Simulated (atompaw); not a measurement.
## u(r) = r·R(r): atom against pseudo-atom (P)

Columns: radius, all-electron u(r) and pseudo u(r) of the 3p shell (level -5.52 eV) of phosphorus in the configuration [Ne] 3s2 3p3; PBE, non-relativistic, PAW (atompaw) scheme, atompaw 4.2.0.5.

```
r (bohr)  all-electron   pseudo
   0.063        0.0671  -0.0024
   0.127        0.1739  -0.0099
   0.190        0.2529  -0.0219
   0.254        0.2921  -0.0388
   0.317        0.2933  -0.0597
   0.381        0.2648  -0.0849
   0.444        0.2159  -0.1133
   0.508        0.1524  -0.1452
   0.571        0.0822  -0.1791
   0.635        0.0073  -0.2155
   0.698       -0.0668  -0.2528
   0.762       -0.1401  -0.2915
   0.825       -0.2089  -0.3299
   0.888       -0.2734  -0.3681
   0.952       -0.3338  -0.4061
   1.015       -0.3881  -0.4423
   1.079       -0.4379  -0.4773
   1.142       -0.4819  -0.5098
   1.206       -0.5215  -0.5403
   1.269       -0.5556  -0.5676
   1.333       -0.5854  -0.5924
   1.396       -0.6101  -0.6138
   1.460       -0.6309  -0.6324
   1.523       -0.6474  -0.6479
   1.587       -0.6604  -0.6604
   1.650       -0.6698  -0.6698
```

Task: How many radial nodes do the two functions have?

Result: The all-electron 3p function has n − l − 1 = 1; the pseudo-wave has 0, since the states of the same l below it are removed with the core.

Task: Is the pseudo-wave norm-conserving?

Result: No, it belongs to a PAW set: the norm inside the radius is not constrained, and the difference is carried by the augmentation charge.
